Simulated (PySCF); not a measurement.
# C₆ coefficients of unlike pairs at B3LYP

Calculated with PySCF 2.14 from the dipole response of each species, C₆(A,B) = (3/π) ∫ α_A(iu) α_B(iu) du, in atomic units, from isotropic polarisabilities. For ions this is the dispersion term alone; charge-induced terms of lower order in 1/R come first.

```json
{"species": "Cs⁺", "configuration": "[Xe] (1S)", "basis": "def2-TZVPPD with the def2 core potential (46 electrons) (5s4p3d1f)", "relativity": "core potential", "α (bohr³)": "15.36", "C₆ (like pair)": "127.3"}
{"species": "F²⁺", "configuration": "[He] 2s2 2p3 (4S)", "basis": "aug-cc-pCVTZ-DK (7s6p4d2f)", "relativity": "spin-free X2C", "α (bohr³)": "1.223", "C₆ (like pair)": "1.553"}
{"species": "I³⁺", "configuration": "[Kr] 4d10 5s2 5p2 (3P)", "basis": "aug-cc-pVQZ-PP with ECP28MDF (7s7p5d3f2g)", "relativity": "core potential", "α (bohr³)": "10.01", "C₆ (like pair)": "54.86"}
```

Problem. Estimate C₆ for F²⁺ with Cs⁺.

Solution. The integral gives 13.15. The combination rule 2 C_A C_B / (C_A α_B/α_A + C_B α_A/α_B) gives 13.34 and the geometric mean 14.06.

No spin-orbit coupling is included.

The other pairs:

```
    pair     C₆
I³⁺, F²⁺  8.800
I³⁺, Cs⁺  83.36
```
